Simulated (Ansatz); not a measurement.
Input file for C₃H₇BSi:

```yaml
crystal:
  periodic: [false, false, false]
  atoms:
    - {symbol: B, position_ang: [-0.812609, 0.565910, 0.828663]}
    - {symbol: C, position_ang: [-0.623448, -0.746362, 1.875298]}
    - {symbol: C, position_ang: [0.131653, -0.879693, 0.701468]}
    - {symbol: C, position_ang: [0.382498, -0.284336, -0.359156]}
    - {symbol: Si, position_ang: [1.043362, 0.185723, -1.999350]}
    - {symbol: H, position_ang: [-0.254591, 1.551667, 1.210668]}
    - {symbol: H, position_ang: [-1.874307, 0.575347, 0.279370]}
    - {symbol: H, position_ang: [-1.479995, -1.403765, 1.983595]}
    - {symbol: H, position_ang: [-0.074149, -0.556664, 2.791736]}
    - {symbol: H, position_ang: [1.781871, 1.462570, -1.859240]}
    - {symbol: H, position_ang: [1.951359, -0.881247, -2.486391]}
    - {symbol: H, position_ang: [-0.094745, 0.355653, -2.932662]}
basis:
  gaussian: {orbitals: def2-TZVPP}
correlation: {method: ccsd_t}
output: {orbitals: {seedname: orbitals}}
```

```sh
$ ansatz run in.yaml --threads 4 --pin off --events-out ev --progress --plain --max-ram 10444MiB
```

The program prints (abridged):

```
Functional definition: HF
1540 factors; integrals over basis functions are off by at most 9.5e-4 eV
mean field evaluation 1: about -11731.7181 eV, gradient 3.1e1 eV
mean field evaluation 2: about -11732.0073 eV, gradient 3.1e1 eV
mean field evaluation 4: about -11735.3061 eV, gradient 4.1e0 eV
mean field evaluation 8: about -11735.3630 eV, gradient 3.2e-1 eV
mean field -11735.36355578 eV, -431.2666561598 hartree, gradient 2.3e-6 eV, S^2 0.000000; 0 other end points of the search recorded, 0 dependent functions left out
9 core orbitals not correlated: weight in the atoms' cores, before any rotation towards them, 1.000 or more for the frozen orbitals, at most 0.000 for the correlated occupied ones
reference -11735.36355578 eV, -431.2666561598 hartree; 13, 13 occupied and 242, 242 virtual orbitals, 1540 factors
second order -19.60270881 eV of doubles, -0.00000000 eV of singles
cycle   1  -19.99444720 eV  change   -3.9e-1 eV  update   1.1e-1
cycle   2  -20.60924825 eV  change   -6.1e-1 eV  update   3.4e-2
cycle   3  -20.73292866 eV  change   -1.2e-1 eV  update   1.5e-2
cycle   4  -20.72796004 eV  change    5.0e-3 eV  update   3.8e-3
cycle   5  -20.72908167 eV  change   -1.1e-3 eV  update   1.6e-3
cycle   6  -20.72915513 eV  change   -7.3e-5 eV  update   3.5e-4
cycle   7  -20.72906806 eV  change    8.7e-5 eV  update   1.2e-4
cycle   8  -20.72907859 eV  change   -1.1e-5 eV  update   3.9e-5
cycle   9  -20.72908527 eV  change   -6.7e-6 eV  update   1.6e-5
perturbative correction -1.01141623 eV, -0.0371688609 hartree
Total energy: -11757.10405728 eV, -432.0656048538 hartree
```

Hardware: 4 threads of an Arm Neoverse V1 on a shared host. Wall time 2.6 min, peak host memory 6.4 GiB.

MP2 recovers 90.2 % of the CCSD(T) correlation energy and the triples give 4.7 %; T1 = 0.0115.
